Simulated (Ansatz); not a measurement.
Ansatz (an electronic-structure program) input (B3LYP-D3(BJ)/def2-TZVP):

Ansatz 0.2 input:
```yaml
crystal:
  periodic: [false, false, false]
  atoms:
    - {symbol: Ge, position_ang: [0.46138280, -0.40842609, -0.02886412]}
    - {symbol: F, position_ang: [0.89818010, 1.36257582, 0.00556743]}
    - {symbol: F, position_ang: [-0.75102696, -0.43345921, -1.38950718]}
    - {symbol: F, position_ang: [-0.64798042, -0.51465862, 1.41421354]}
basis:
  gaussian:
    orbitals: def2-TZVP
hamiltonian:
  xc: b3lyp
  dispersion: d3bj
magnetization: {spin_polarized: true, initial_magnetization: 1}
relax: {f_tol: 0.002, max_steps: 150}
```

Output:

```
Functional definition: B3LYP
integrals: 0.05 GiB planned
857 factors; their error is unknown
mean field: 0.73 GiB planned
mean field evaluation 1: about -64668.5113 eV, gradient 4.7e1 eV
mean field evaluation 2: about -64640.1023 eV, gradient 1.1e2 eV
mean field evaluation 4: about -64675.1334 eV, gradient 1.4e0 eV
mean field evaluation 8: about -64675.3794 eV, gradient 1.4e-1 eV
mean field evaluation 16: about -64675.3794 eV, gradient 4.1e-5 eV
mean field -64675.37938615 eV, -2376.7763538942 hartree, gradient 4.1e-5 eV, S^2 0.753545; 0 other end points of the search recorded, 0 dependent functions left out
the calculation of the forces begins
reference -64675.37954948 eV, -2376.7763598967 hartree; 30, 29 occupied and 111, 112 virtual orbitals, 857 factors
relax step   1: F+E_penalty+E_count = -64675.46227680 eV  Δ(F+E_penalty+E_count) = +0.000e0 eV  max|allowed force component| = 2.734e0 eV/Å  Δτ_max = 0.0000 Å  (30 SCF iters, accepted)
these checks for a lower state are left out or cut short: starts, cluster_reference, orbital_swaps, neighbouring_geometries, increment
integrals: 0.05 GiB planned
857 factors; their error is unknown
mean field: 0.73 GiB planned
mean field -64675.64676030 eV, -2376.7861797132 hartree, gradient 2.3e-5 eV, S^2 0.752781; 0 other end points of the search recorded, 0 dependent functions left out
the calculation of the forces begins
reference -64675.64692601 eV, -2376.7861858029 hartree; 30, 29 occupied and 111, 112 virtual orbitals, 857 factors
relax step   2: F+E_penalty+E_count = -64675.72878709 eV  Δ(F+E_penalty+E_count) = -2.665e-1 eV  max|allowed force component| = 1.127e0 eV/Å  Δτ_max = 0.1439 Å  (35 SCF iters, accepted)
these checks for a lower state are left out or cut short: starts, cluster_reference, orbital_swaps, neighbouring_geometries, increment
integrals: 0.05 GiB planned
857 factors; their error is unknown
mean field: 0.73 GiB planned
mean field -64675.73310426 eV, -2376.7893527951 hartree, gradient 1.4e-5 eV, S^2 0.752317; 0 other end points of the search recorded, 0 dependent functions left out
the calculation of the forces begins
reference -64675.73326924 eV, -2376.7893588582 hartree; 30, 29 occupied and 111, 112 virtual orbitals, 857 factors
relax step   3: F+E_penalty+E_count = -64675.81583294 eV  Δ(F+E_penalty+E_count) = -8.705e-2 eV  max|allowed force component| = 4.335e-1 eV/Å  Δτ_max = 0.0342 Å  (32 SCF iters, accepted)
these checks for a lower state are left out or cut short: starts, cluster_reference, orbital_swaps, neighbouring_geometries, increment
integrals: 0.05 GiB planned
857 factors; their error is unknown
mean field: 0.73 GiB planned
mean field evaluation 32: about -64675.4986 eV, gradient 1.9e0 eV
mean field -64675.74969614 eV, -2376.7899625354 hartree, gradient 9.9e-6 eV, S^2 0.752104; 0 other end points of the search recorded, 0 dependent functions left out
the calculation of the forces begins
reference -64675.74986017 eV, -2376.7899685635 hartree; 30, 29 occupied and 111, 112 virtual orbitals, 857 factors
relax step   4: F+E_penalty+E_count = -64675.83299525 eV  Δ(F+E_penalty+E_count) = -1.716e-2 eV  max|allowed force component| = 3.988e-2 eV/Å  Δτ_max = 0.0294 Å  (32 SCF iters, accepted)
these checks for a lower state are left out or cut short: starts, cluster_reference, orbital_swaps, neighbouring_geometries, increment
integrals: 0.05 GiB planned
857 factors; their error is unknown
mean field: 0.73 GiB planned
mean field -64675.74979619 eV, -2376.7899662121 hartree, gradient 2.0e-5 eV, S^2 0.752095; 0 other end points of the search recorded, 0 dependent functions left out
the calculation of the forces begins
reference -64675.74996029 eV, -2376.7899722427 hartree; 30, 29 occupied and 111, 112 virtual orbitals, 857 factors
relax step   5: F+E_penalty+E_count = -64675.83307896 eV  Δ(F+E_penalty+E_count) = -8.371e-5 eV  max|allowed force component| = 6.993e-3 eV/Å  Δτ_max = 0.0033 Å  (32 SCF iters, accepted)
these checks for a lower state are left out or cut short: starts, cluster_reference, orbital_swaps, neighbouring_geometries, increment
integrals: 0.05 GiB planned
857 factors; their error is unknown
mean field: 0.73 GiB planned
mean field -64675.74979800 eV, -2376.7899662786 hartree, gradient 2.6e-5 eV, S^2 0.752097; 0 other end points of the search recorded, 0 dependent functions left out
the calculation of the forces begins
reference -64675.74996209 eV, -2376.7899723090 hartree; 30, 29 occupied and 111, 112 virtual orbitals, 857 factors
relax step   6: F+E_penalty+E_count = -64675.83308113 eV  Δ(F+E_penalty+E_count) = -2.170e-6 eV  max|allowed force component| = 4.151e-4 eV/Å  Δτ_max = 0.0004 Å  (21 SCF iters, accepted)
integrals: 0.05 GiB planned
857 factors; their error is unknown
mean field: 0.73 GiB planned
mean field evaluation 64: about -64675.7498 eV, gradient 7.8e-4 eV
mean field -64675.74979800 eV, -2376.7899662786 hartree, gradient 2.6e-5 eV, S^2 0.752097; 1 other end points of the search recorded, 0 dependent functions left out
the calculation of the forces begins
reference -64675.74996209 eV, -2376.7899723090 hartree; 30, 29 occupied and 111, 112 virtual orbitals, 857 factors
Total energy: -64675.83324523 eV, -2376.7930329079 hartree
Atom 0 at     0.362658    -0.322609    -0.022723 Å, force    -0.000415     0.000375     0.000031 eV/Å
Atom 1 at     0.919030     1.320169     0.003987 Å, force     0.000122    -0.000148    -0.000011 eV/Å
Atom 2 at    -0.711810    -0.455842    -1.377987 Å, force     0.000147    -0.000113     0.000014 eV/Å
Atom 3 at    -0.609323    -0.535687     1.398132 Å, force     0.000147    -0.000113    -0.000035 eV/Å
Dipole moment:     0.342168    -0.297714    -0.021195 e Å
```

It need not be the lowest isomer of its formula.
